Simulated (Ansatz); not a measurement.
A nudged elastic band was laid between two geometries of F$_{4}$H$_{3}$HfN (9 atoms, charge 0, multiplicity 1).

Method: RHF/def2-SVP in Ansatz 0.2.0.

| Quantity | Value |
| --- | --- |
| movable images | 5 |
| climbing image | yes |
| spring | 5.0 eV/Å² |
| optimiser | quadratic models (default) |
| start path | through a guess of the saddle point |
| force threshold | 0.03 eV/Å |
| iteration limit | 60 |
| end points | relaxed |

First end point:

```xyz
9
Properties=species:S:1:pos:R:3
Hf -0.790 0.779 -0.009
F -1.421 -0.319 1.451
F -1.002 0.078 -1.798
F -2.163 2.126 -0.021
F 0.757 1.888 0.324
H 0.678 -1.743 0.558
N 0.958 -0.944 0.010
H 1.817 -0.593 0.405
H 1.165 -1.272 -0.920
```

Last end point:

```xyz
9
Properties=species:S:1:pos:R:3
Hf -0.416 0.788 -0.331
F -1.371 -1.207 0.635
F -1.434 0.240 -1.864
F -1.244 1.623 1.187
F 0.599 2.242 -1.052
H -0.474 -1.474 0.701
N 1.064 -0.618 0.213
H 1.688 -0.461 0.989
H 1.589 -1.132 -0.478
```

Q: What changes between the two ends?

A: Bonds broken: H6–N7. Bonds formed: F2–H6.

Q: Give the energies along the band, and the barrier.

A: The forces met the threshold. The highest image is number 5 of 0 to 6, 2.10 eV above the first end and 0.02 eV above the last; the last end lies 2.09 eV above the first. Neighbouring images differ by up to 1.5 eV, so the band resolves the path poorly. A vibrational analysis at the climbing image gives one clearly imaginary mode, 279i cm⁻¹: a first-order saddle point. The orbitals stay closed-shell, which can raise the energy where a bond breaks towards radicals; this wasn't checked here.

| image | path coordinate (Å) | energy (eV) | H6–N7 (Å) | F2–H6 (Å) |
| --- | --- | --- | --- | --- |
| 0 | 0.00 | 0.00 | 1.01 | 2.69 |
| 1 | 0.76 | 0.06 | 1.01 | 2.63 |
| 2 | 1.51 | 0.20 | 1.01 | 2.49 |
| 3 | 2.27 | 0.29 | 1.01 | 2.36 |
| 4 | 3.03 | 0.64 | 1.02 | 1.79 |
| 5 | 3.78 | 2.10 | 1.52 | 1.00 |
| 6 | 4.12 | 2.09 | 1.83 | 0.94 |

Q: What is the geometry of the highest image?

A: 
```xyz
9
Properties=species:S:1:pos:R:3
Hf -0.483 0.766 -0.313
F -1.281 -1.197 0.601
F -1.485 0.317 -1.883
F -1.333 1.667 1.150
F 0.643 2.160 -0.988
H -0.292 -1.363 0.622
N 1.018 -0.687 0.250
H 1.647 -0.506 1.018
H 1.565 -1.157 -0.456
```

Time of the run: 3.6 min on 2 threads of AMD EPYC 7R43 64-Core Processor (Zen 3), on a shared host, peak memory 0.27 GiB.
